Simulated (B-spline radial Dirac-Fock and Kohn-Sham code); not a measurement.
## Elastic scattering of 18.4 keV electrons by the Cr atom

These are calculated numbers from a B-spline atomic structure program; the model is relativistic (Dirac) partial waves in the static field of the Dirac-Fock atom with Furness-McCarthy exchange, without polarisation or absorption potentials.

Input of the calculation (task.json; shells as n, l, electrons):

```json
{"items": [{
  "Z": 24,
  "q": 0,
  "cfg": [[1, 0, 2], [2, 0, 2], [2, 1, 6], [3, 0, 2], [3, 1, 6], [3, 2, 5], [4, 0, 1]],
  "A": 52,
  "rrms": 3.6452,
  "do": "elastic",
  "energies": [[18400.0, 0]],
  "theta": [5, 10, 15, 20, 25, 30, 35, 40, 45, 50, 55, 60, 65, 70, 75, 80, 85, 90, 95, 100, 105, 110, 115, 120, 125, 130, 135, 140, 145, 150, 155, 160, 165, 170, 175]
}]}
```

Launch: `python xray2_run.py task.json out`

| θ (°) | dσ/dΩ (a₀²/sr) | Sherman function |
| --- | --- | --- |
| 5 | 5.81 | 0.000 |
| 10 | 0.635 | 0.000 |
| 15 | 0.162 | 0.001 |
| 20 | 0.0612 | 0.001 |
| 25 | 0.0284 | 0.000 |
| 30 | 0.0150 | -0.001 |
| 35 | 0.00878 | -0.002 |
| 40 | 0.00550 | -0.004 |
| 45 | 0.00364 | -0.006 |
| 50 | 0.00253 | -0.009 |
| 55 | 0.00182 | -0.012 |
| 60 | 0.00135 | -0.015 |
| 65 | 0.00103 | -0.019 |
| 70 | 0.000804 | -0.022 |
| 75 | 0.000641 | -0.026 |
| 80 | 0.000521 | -0.029 |
| 85 | 0.000431 | -0.032 |
| 90 | 0.000362 | -0.035 |
| 95 | 0.000308 | -0.038 |
| 100 | 0.000266 | -0.040 |
| 105 | 0.000232 | -0.042 |
| 110 | 0.000205 | -0.043 |
| 115 | 0.000183 | -0.043 |
| 120 | 0.000165 | -0.043 |
| 125 | 0.000151 | -0.042 |
| 130 | 0.000138 | -0.041 |
| 135 | 0.000128 | -0.039 |
| 140 | 0.000120 | -0.036 |
| 145 | 0.000113 | -0.033 |
| 150 | 0.000108 | -0.029 |
| 155 | 0.000103 | -0.025 |
| 160 | 9.99e-05 | -0.021 |
| 165 | 9.72e-05 | -0.016 |
| 170 | 9.54e-05 | -0.011 |
| 175 | 9.44e-05 | -0.005 |

The total elastic cross section is 0.810 a₀², the first transport cross section 0.0101 a₀² and the second, weighted with (3/2) sin²θ, 0.0237 a₀². The mean deflection is ⟨1 − cos θ⟩ = 0.0124, and 0.14 % of the collisions scatter beyond 90°.
